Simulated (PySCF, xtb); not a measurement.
MoF5H, SMILES [MoH]([F])([F])([F])([F])[F], multiplicity 1.

GFN2-xTB (xtb) at its own geometry gives an orbital gap of 3.14 eV and a dipole moment of 0.01 D.

The structure is a stationary point at B3LYP-D3(BJ)/def2-SVP. The geometry has at least one imaginary mode, so it is a saddle point at that level. The multiplicity is an assumed one; no other spin state was optimised. The structure was generated by enumeration; whether it is a known compound was not checked. The def2 effective core potentials stand for the cores of Mo; spin–orbit coupling is left out.

Task: What does PBE/def2-TZVP run with PySCF give? (The exact figures need the calculation; the answer reports its results.)

Result: gap 1.97 eV (levels -8.11 and -6.15 eV), dipole 0.03 D.
